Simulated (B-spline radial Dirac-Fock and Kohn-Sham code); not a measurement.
Xe⁵⁺: eigenvalues, ΔSCF and the reference

System: xenon as Xe⁵⁺, 1s2 2s2 2p6 3s2 3p6 3d10 4s2 4p6 4d10 5s2 5p1.

The density-functional columns are spherical, spin-unpolarised Dirac-Kohn-Sham results without Breit or QED terms: −ε is minus the orbital energy of the initial state and ΔSCF the difference of two total energies. The reference in the last column comes from Dirac-Fock (average of configuration) total-energy differences with a finite nucleus, the Breit interaction including its frequency dependence, and self-energy and vacuum-polarisation corrections. All numbers are from a radial finite-basis atomic code, in eV; a selection of levels is shown. The Kohn-Sham columns are given as differences from the reference. For the 1s level of heavy atoms much of the gap between ΔSCF and the reference is the Breit and QED part, -123.4 eV here; for other levels the error of the functional can be larger.

```csv
level,PBE −ε − DF,PBE ΔSCF − DF,LDA −ε − DF,LDA ΔSCF − DF,Dirac-Fock
K,-222.9,+151.1,-260.4,+112.5,34630.1
L1,-119.2,-49.9,-123.8,-54.2,5524.6
L2,-90.9,-4.9,-92.6,-6.5,5173.3
L3,-95.1,-14.9,-96.3,-16.0,4852.8
M1,-61.6,-36.3,-63.0,-37.5,1216.4
M2,-49.9,-23.7,-50.3,-24.0,1070.4
M3,-49.4,-24.1,-49.7,-24.3,1008.2
M4,-31.8,-3.7,-31.4,-3.3,754.2
M5,-32.1,-4.4,-31.8,-4.0,741.5
N1,-28.0,-15.3,-28.4,-15.6,286.2
N2,-21.8,-9.4,-21.9,-9.5,232.4
N3,-21.7,-9.6,-21.9,-9.8,220.0
N4,-10.5,+0.8,-10.3,+1.0,131.5
N5,-10.5,+0.7,-10.4,+0.8,129.5
O1,-4.1,+2.5,-3.6,+3.0,77.80
"O2,3",-5.2,+0.6,-4.8,+1.1,64.43
```

Values without a named source are computed, but for edge energies of neutral atoms, which are taken from tables.
